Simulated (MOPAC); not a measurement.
A run for MOPAC: PM3 on H4Se2Si (SMILES [SiH3][Se][SeH]), a point of a torsion scan.

```
PM3 1SCF PRECISE CHARGE=0 THREADS=1
H4Se2Si

Si    -1.03319010 1    -0.12296546 1     0.03736360 1
Se     0.36853693 1     1.66534034 1    -0.33042009 1
Se     2.37051826 1     0.56803845 1     0.13157032 1
H     -0.63369934 1    -1.20229079 1    -0.86059744 1
H     -2.34132689 1     0.43492859 1    -0.27257345 1
H     -0.90222528 1    -0.52818904 1     1.43506488 1
H      3.14125218 1     1.38914235 1    -0.77971676 1
```

Program output:

```
*******************************************************************************
 **                                                                           **
 **                              MOPAC v23.2.5                                **
 **                                                                           **
 *******************************************************************************
 ** MOPAC's Digital Object Identifier: https://doi.org/10.5281/zenodo.6511958 **
 **                                                                           **
 ** Please cite the open-source release paper for use of this MOPAC version:  **
 ** J. E. Moussa and J. J. P. Stewart (2026)                                  **
 ** MOPAC: An open-source semiempirical molecular orbital program             **
 ** J. Open Source Softw., 11(119), 8025, https://doi.org/10.21105/joss.08025 **
 *******************************************************************************

                              PM3 CALCULATION RESULTS

 *******************************************************************************
 *  PM3        - The PM3 Hamiltonian to be used
 *
 *
 *
 *                 CHARGE ON SYSTEM = 0
 *
 *
 *
 *  PRECISE    - TIGHTER CRITERIA TO BE USED
 *  1SCF       - DO 1 SCF AND THEN STOP
 *  THREADS=1  - MULTI-THREADING NOT USED
 *  T=         - A TIME OF 172800.0 SECONDS REQUESTED
 *  DUMP=N     - RESTART FILE WRITTEN EVERY 7200.0 SECONDS REQUESTED
 *******************************************************************************
PM3 1SCF PRECISE CHARGE=0 THREADS=1
 H4Se2Si

   ATOM   CHEMICAL          X               Y               Z
  NUMBER   SYMBOL      (ANGSTROMS)     (ANGSTROMS)     (ANGSTROMS)

     1      Si         -1.03319010  *  -0.12296546  *   0.03736360  *
     2      Se          0.36853693  *   1.66534034  *  -0.33042009  *
     3      Se          2.37051826  *   0.56803845  *   0.13157032  *
     4       H         -0.63369934  *  -1.20229079  *  -0.86059744  *
     5       H         -2.34132689  *   0.43492859  *  -0.27257345  *
     6       H         -0.90222528  *  -0.52818904  *   1.43506488  *
     7       H          3.14125218  *   1.38914235  *  -0.77971676  *



          CARTESIAN COORDINATES

    NO.       ATOM           X           Y           Z

     1        Si         -1.0332     -0.1230      0.0374
     2        Se          0.3685      1.6653     -0.3304
     3        Se          2.3705      0.5680      0.1316
     4         H         -0.6337     -1.2023     -0.8606
     5         H         -2.3413      0.4349     -0.2726
     6         H         -0.9022     -0.5282      1.4351
     7         H          3.1413      1.3891     -0.7797

  H: (PM3): J. J. P. STEWART, J. COMP. CHEM. 10, 209 (1989).
 Si: (PM3): J. J. P. STEWART, J. COMP. CHEM. 10, 209 (1989).
 Se: (PM3): J. J. P. STEWART, J. COMP. CHEM. 12, 320-341 (1991).

           Empirical Formula: H4 Si Se2  =     7 atoms



      MOLECULAR POINT GROUP   :   C1


      RHF CALCULATION, NO. OF DOUBLY OCCUPIED LEVELS = 10


 -------------------------------------------------------------------------------
 PM3 1SCF PRECISE CHARGE=0 THREADS=1
 H4Se2Si



     1SCF WAS SPECIFIED, SO BFGS WAS NOT USED
     SCF FIELD WAS ACHIEVED


                              PM3 CALCULATION
                                                       MOPAC v23.2.5 Linux




          FINAL HEAT OF FORMATION =         17.40596 KCAL/MOL =      72.82656 KJ/MOL


          COSMO AREA              =        133.77 SQUARE ANGSTROMS
          COSMO VOLUME            =        128.23 CUBIC ANGSTROMS

          IONIZATION POTENTIAL    =          8.812750 EV
          HOMO LUMO ENERGIES (EV) =         -8.813 -3.444
          NO. OF FILLED LEVELS    =         10
          MOLECULAR WEIGHT        =        190.0371         POINT GROUP:  C1

          MOLECULAR DIMENSIONS (Angstroms)

            Atom       Atom       Distance
            H     7    H     5     5.58806
           Se     2    H     4     2.73470
            H     5    H     6     2.04980


          SCF CALCULATIONS        =          1





   ATOM   CHEMICAL          X               Y               Z
  NUMBER   SYMBOL      (ANGSTROMS)     (ANGSTROMS)     (ANGSTROMS)

     1      Si         -1.03319010  *  -0.12296546  *   0.03736360  *
     2      Se          0.36853693  *   1.66534034  *  -0.33042009  *
     3      Se          2.37051826  *   0.56803845  *   0.13157032  *
     4       H         -0.63369934  *  -1.20229079  *  -0.86059744  *
     5       H         -2.34132689  *   0.43492859  *  -0.27257345  *
     6       H         -0.90222528  *  -0.52818904  *   1.43506488  *
     7       H          3.14125218  *   1.38914235  *  -0.77971676  *

                             CARTESIAN COORDINATES

   1   Si       -1.033190100    -0.122965460     0.037363600
   2   Se        0.368536930     1.665340340    -0.330420090
   3   Se        2.370518260     0.568038450     0.131570320
   4    H       -0.633699340    -1.202290790    -0.860597440
   5    H       -2.341326890     0.434928590    -0.272573450
   6    H       -0.902225280    -0.528189040     1.435064880
   7    H        3.141252180     1.389142350    -0.779716760


           Empirical Formula: H4 Si Se2  =     7 atoms



      MOLECULAR POINT GROUP   :   C1


                  EIGENVALUES
 -20.23024 -18.49508 -16.24416 -14.12839 -13.20293 -12.53859 -11.97498 -10.88429
 -10.24339  -8.81275  -3.44432  -2.49408  -0.27488   0.33902   1.58902   1.62105


              NET ATOMIC CHARGES AND DIPOLE CONTRIBUTIONS

  ATOM NO.   TYPE          CHARGE      No. of ELECS.   s-Pop       p-Pop
    1         Si           0.473365        3.5266     0.93680     2.58983
    2         Se          -0.153040        6.1530     1.91870     4.23434
    3         Se          -0.040026        6.0400     1.89716     4.14286
    4          H          -0.091110        1.0911     1.09111
    5          H          -0.088559        1.0886     1.08856
    6          H          -0.094664        1.0947     1.09466
    7          H          -0.005966        1.0060     1.00597
 DIPOLE           X         Y         Z       TOTAL
 POINT-CHG.    -1.482    -1.071     0.165     1.836
 HYBRID         0.193     0.112    -0.606     0.646
 SUM           -1.290    -0.959    -0.441     1.667


          ATOMIC ORBITAL ELECTRON POPULATIONS

     Atom    s        px        py        pz
    1 Si   0.93680   0.85217   0.84025   0.89741
    2 Se   1.91870   1.08856   1.22748   1.91831
    3 Se   1.89716   1.10733   1.45456   1.58097
    4  H   1.09111
    5  H   1.08856
    6  H   1.09466
    7  H   1.00597

 **********************
 *                    *
 * JOB ENDED NORMALLY *
 *                    *
 **********************




 == MOPAC DONE ==
```

The run finished.

Cost: around 0.04 core-seconds (rough).
